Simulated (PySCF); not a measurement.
Compound: C4H5FO4.
Numbering: `[O:1]=[CH:2][O:3][CH2:4][C:5](=[O:6])[O:7][CH2:8][F:9]` (hydrogens: H10 on C2; H11, H12 on C4; H13, H14 on C8)

Structure used (GFN2-xTB), in Å, numbered top down from 1:
```xyz
14
C4H5FO4 angstrom
O     -1.4831    1.2633    0.9841
C     -2.3180    0.7495    0.3002
O     -2.2099   -0.4282   -0.2950
C     -0.9789   -1.1060   -0.0733
C      0.2069   -0.1793   -0.3314
O      0.2967    0.5816   -1.2459
O      1.1504   -0.3709    0.6135
C      2.3414    0.3443    0.4884
F      3.2492   -0.4111   -0.1891
H     -3.3039    1.1803    0.0710
H     -0.9578   -1.9324   -0.7869
H     -0.9257   -1.4810    0.9531
H      2.7377    0.5168    1.4941
H      2.1944    1.2727   -0.0797
```

Method used: PySCF 2.14.0, density-fitted response routines, TDDFT CAM-B3LYP/def2-SVPD, vertical, gas phase, core orbitals frozen in the response.

Computed states:

```tsv
state	E (eV)	f
S1	5.89	0.0011
S2	6.00	0.0012
S3	7.65	0.024
S4	7.97	0.061
S5	8.17	0.0035
S6	8.27	0.077
S7	8.41	0.021
S8	8.54	0.035
```

Broadening: Gaussians 0.3 eV wide at half height, area fixed by f = 4.319×10⁻⁹ ∫ε dν̃. The width is an assumption, not a result. The curve ends short of the highest state used, and states not computed would add to its high-energy end.

(1) Give the broadened spectrum and its maxima.

(2) Coming from long wavelengths, where does ε first pass 100 L mol⁻¹ cm⁻¹?

(3) On this curve, what absorbance would a 10⁻⁵ mol/L sample give at 222 nm over a 1 cm path?

## Answers

(1) 
```csv
E (eV),ε (L mol⁻¹ cm⁻¹)
5.44,0
5.50,1
5.56,4
5.62,12
5.67,27
5.73,58
5.79,104
5.85,153
5.91,187
5.96,193
6.02,168
6.08,122
6.14,73
6.20,36
6.25,17
6.31,6
6.37,2
6.43,0
6.49,0
6.54,0
6.60,0
6.66,0
6.72,0
6.78,0
6.83,0
6.89,0
6.95,0
7.01,0
7.07,0
7.13,1
7.18,3
7.24,13
7.30,52
7.36,167
7.42,432
7.47,808
7.53,1405
7.59,1990
7.65,2377
7.71,2610
7.76,2920
7.82,3704
7.88,4846
7.94,5823
```

Maxima: 209 nm (5.95 eV), ε about 190, made up of S1 (49%) and S2 (51%) (ε in L mol⁻¹ cm⁻¹; maxima over ε = 5, shares over 10%). At its high-energy end, 7.94 eV, the curve is still rising (ε about 5800, from S4).

(2) At about 214 nm (5.79 eV), 0.11 eV below S1.

(3) 222 nm is 5.585 eV, where ε is about 6.3 L mol⁻¹ cm⁻¹, so A = ε c l ≈ 6.3e-05 (Beer–Lambert, with the gas-phase spectrum and the assumed width).

On Arm Neoverse V2, one thread, no GPU, on a shared host, this took 68 s.

One conformer stands for the species.
